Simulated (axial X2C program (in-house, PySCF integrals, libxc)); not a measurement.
Correcting the dissociation energy of SeF⁺ for spin–orbit coupling

A spin-free CCSD(T) curve (one-electron X2C) was computed with an axial X2C code built on PySCF integrals, basis Se dyall-cv3z [8s9p6d4f1g], F dyall-av3z [7s6p3d2f] (cores contracted in-house), for the state M_S = 1, Λ = 0 (beyond evenly filled blocks: π+α, π-α). It gives D0 = 3.069 eV to Se+ + F, which in a spin-free picture are the weighted means of the ground terms.

Correlated methods: 12 electrons correlated (number of frozen shells: Se 3 s, 2 p, 1 d; F 1 s), 212 virtual spin orbitals or spinors in MP2, 89 natural virtuals in coupled cluster.

Measured levels of the ground terms (NIST Handbook of Basic Atomic Spectroscopic Data), in cm⁻¹: Se+ 4S: J = 3/2 at 0; F 2P: J = 3/2 at 0, J = 1/2 at 404.1.

The molecular state has Λ = 0, so it has no first-order lowering.

How far does each ground level lie under the (2J+1)-weighted mean of its term?

Se+: a single level, 0; F: (4 × 0 + 2 × 404.1)/6 = 135 cm⁻¹.

Correct D0.

D0 = 3.069 + (0 − 135)/8065.5 = 3.052 eV at CCSD(T) with these spin–orbit terms. The direct two-component run gives 3.038 eV; the difference holds second-order terms in the molecule, scalar two-electron terms, the gap between measured and computed atomic splittings (a 2c atom can miss part of its lowering) and, in coupled cluster, the truncation of each run.

Second-order spin–orbit effects in the molecule, which grow quickly with Z, are left out. The state is a single determinant with fixed occupations, the lowest that a limited PBE0 search found. Dissociation energies refer to the lowest single-determinant-based atoms at the same level and basis. CCSD and (T) use frozen natural virtuals with an MP2 correction for the truncation; (T) itself is uncorrected, so its De runs slightly low.
